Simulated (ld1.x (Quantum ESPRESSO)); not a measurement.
**Br ultrasoft: all-electron and pseudo phase curves**

```
Element                 : bromine (Br)
Generator               : ld1.x (Quantum ESPRESSO) 7.5
Type                    : ultrasoft
Functional              : PW91
Relativity              : scalar-relativistic
Frozen core             : [Ar] 3d10
Valence charge          : 7
Reference configuration : 4s2 4p5
Partial waves           : 4s (bound): rcut 1.45, rcutus 1.60 bohr; 4s channel at -0.45 Ry: rcut 1.45, rcutus 1.60 bohr; 4p (bound): rcut 1.10, rcutus 1.55 bohr; 4p channel at 3.55 Ry: rcut 1.10, rcutus 1.55 bohr
Local potential         : all-electron potential smoothed inside 1.20 bohr (lloc = -1)
Core correction         : Bessel-smoothed model core, default radius (core density twice the valence density)
Augmentation charge     : built from norm-conserving waves at rcut, not smoothed further
```

The phase is arctan(r·u′/u) with u = r·R(r), unwrapped; energies in Ry, scanned from -3 to 5 Ry. A pole is an energy at which the radial function vanishes at the test radius. The pseudo phase is shifted by a multiple of π to meet the all-electron one at the reference energy, and phase errors are pseudo minus all-electron; the curves can meet again beyond the range given. Levels narrower than the energy grid can be missing from the lists of poles.

```json
{"channel": "s", "radius (bohr)": "1.76", "reference energy (Ry)": "-1.49", "poles, all-electron": "1.88", "poles, pseudo": "1.88, 3.79", "unbroken range about the reference energy with phases within 0.05 rad": "below 3.7", "phase error 1 Ry above the reference energy (rad)": "-0.000"}
{"channel": "p", "radius (bohr)": "1.76", "reference energy (Ry)": "-0.58", "poles, all-electron": "3.79", "poles, pseudo": "3.79", "unbroken range about the reference energy with phases within 0.05 rad": "the whole range", "phase error 1 Ry above the reference energy (rad)": "+0.000"}
```

Phases in the s channel:

```tsv
E (Ry)	all-electron	pseudo
-3.00	0.788	0.787
-2.52	0.477	0.476
-2.04	-0.058	-0.058
-1.56	-0.647	-0.647
-1.08	-1.021	-1.021
-0.60	-1.227	-1.227
-0.12	-1.349	-1.349
0.36	-1.429	-1.429
0.84	-1.487	-1.486
1.32	-1.530	-1.530
1.80	-1.565	-1.565
2.28	-1.595	-1.595
2.76	-1.621	-1.622
3.24	-1.646	-1.649
3.72	-1.669	-1.761
4.20	-1.692	-4.821
4.68	-1.716	-4.848
```
